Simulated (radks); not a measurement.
The nickel ion Ni2+ inside a hard spherical wall (all orbitals vanish at R), configuration held at [Ar] 3d8 and not refilled when levels cross. Method: non-relativistic Kohn-Sham, PBE, spin-polarised, spherical densities, point nucleus; open shells are filled with parallel spins first; computed with a radial shooting solver on a logarithmic mesh with Libxc functionals. Eigenvalues in eV for spin up, with the zero of energy where the potential of the charges vanishes at infinity; a dash marks a level that is unbound or too diffuse for the functional's potential to be trusted. A positive occupied level is held by the wall or, in an anion where self-interaction has pushed it up, behind a barrier. The pressure on the wall is -dE/dV.

R (bohr),E (hartree),kinetic (hartree),e(2p),e(3s),e(3p),e(3d),"e(4s, empty)","e(4p, empty)",pressure (GPa)
free,-1507.05876,1505.975,-860.03,-128.59,-91.254,-29.482,-21.584,-15.124,0
20,-1507.05876,1505.975,-860.03,-128.59,-91.254,-29.482,-21.584,-15.124,< 0.0001
15,-1507.05876,1505.975,-860.03,-128.59,-91.254,-29.482,-21.584,-15.124,< 0.0001
12,-1507.05876,1505.975,-860.03,-128.59,-91.254,-29.482,-21.584,-15.124,< 0.0001
10,-1507.05876,1505.975,-860.03,-128.59,-91.254,-29.482,-21.584,-15.123,< 0.0001
8,-1507.05876,1505.975,-860.03,-128.59,-91.254,-29.482,-21.583,-15.113,< 0.0001
5,-1507.05769,1505.987,-859.96,-128.53,-91.189,-29.420,-21.231,-14.159,0.244
4,-1507.04696,1506.073,-859.48,-128.12,-90.786,-29.021,-19.602,-11.343,4.09
3,-1506.93279,1506.749,-856.46,-125.72,-88.442,-26.555,-11.014,0.249,78.8
2.5,-1506.62496,1508.307,-851.13,-121.81,-84.584,-22.201,3.799,17.953,417
